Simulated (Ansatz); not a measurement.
```xyz
29

C     1.430    2.931   -0.484
C     0.225    2.853    0.439
C    -0.975    2.136   -0.170
C    -0.724    0.697   -0.609
C    -0.306   -0.218    0.531
C    -0.098   -1.700    0.185
C    -1.388   -2.326   -0.339
C     1.008   -1.860   -0.856
C     0.318   -2.426    1.462
H     1.835    1.941   -0.708
H     1.165    3.401   -1.437
H     2.234    3.519   -0.037
H    -0.083    3.866    0.717
H     0.514    2.364    1.376
H    -1.323    2.710   -1.037
H    -1.799    2.148    0.553
H    -1.641    0.317   -1.070
H     0.036    0.685   -1.397
H    -1.060   -0.155    1.327
H     0.627    0.153    0.971
H    -1.253   -3.398   -0.508
H    -2.204   -2.200    0.378
H    -1.699   -1.881   -1.287
H     1.938   -1.397   -0.515
H     1.211   -2.919   -1.042
H     0.735   -1.405   -1.811
H    -0.453   -2.336    2.233
H     1.246   -2.009    1.866
H     0.482   -3.490    1.273
```

Total charge 0; spin multiplicity 1.

Task: List the PBE0/def2-TZVPP orbital energies in eV (Ansatz 0.2.0). (Estimate.)

Result: Ansatz gave: Occupied: -278.36, -277.86, -277.84, -277.78, -277.78, -277.68, -277.63, -277.63, -277.63, -23.28, -22.30, -20.64, -19.13, -19.12, -18.88, -17.36, -15.59, -14.77, -13.25, -13.10, -12.43, -12.30, -12.24, -11.48, -11.34, -10.78, -10.65, -10.47, -10.09, -9.99, -9.75, -9.24, -9.22, -9.04, -8.71, -8.54, -8.44. Lowest empty: 0.95, 1.59, 1.80, 1.83, 2.42, 2.63, 2.68, 2.82.
